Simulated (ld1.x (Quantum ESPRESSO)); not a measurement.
# Ranking ultrasoft potentials for S

All share these settings but for the change named:

ld1.x (Quantum ESPRESSO) 7.5 input, shortened:

```
&input
   title='S', zed=16., rel=1, dft='PBE', iswitch=3,
   config='[Ne] 3s2 3p3.5'
 /
 &inputp
   pseudotype=3, tm=.true., lloc=-2, rcloc=1.35,
   nlcc=.true., rcore=1.00
 /
4
3S  1  0   2.00   0.00  1.25  1.50  0.0
3S  1  0   0.00   0.05  1.25  1.50  0.0
3P  2  1   3.50   0.00  1.40  1.55  0.0
3P  2  1   0.00  -0.50  1.40  1.55  0.0
 &test
   configts(1)='3s2 3p3.5'
 /
```

Cutoff: the first of the cutoffs (Ry, on a coarse ladder) from which the occupation-weighted sum of valence levels, in a spherical-Bessel basis at the reference potential, stays within 10 and 1 mRy of its value at 400 Ry; the density cutoff is not measured.

The base gives 18 Ry.

Of 8 variants that were run, those that failed, showed a ghost or another fault, or gave nearly equal values are left out.

A variant can come out equal or close to the base.

Q: Rank these variants from softest to hardest (loose cutoff).
A. all radii but the core radius scaled by about 0.87 (s 1.30, p 1.34 bohr, rcut 1.08/1.20); local potential all-electron potential smoothed inside 1.16 bohr (lloc = -2)
B. all radii but the core radius scaled by about 1.20 (s 1.80, p 1.86 bohr, rcut 1.50/1.68); local potential all-electron potential smoothed inside 1.62 bohr (lloc = -2)
C. all radii but the core radius scaled by about 1.27 (s 1.90, p 1.96 bohr, rcut 1.58/1.78); local potential all-electron potential smoothed inside 1.72 bohr (lloc = -2)

A: C (15 Ry), B (18 Ry), A (21 Ry).
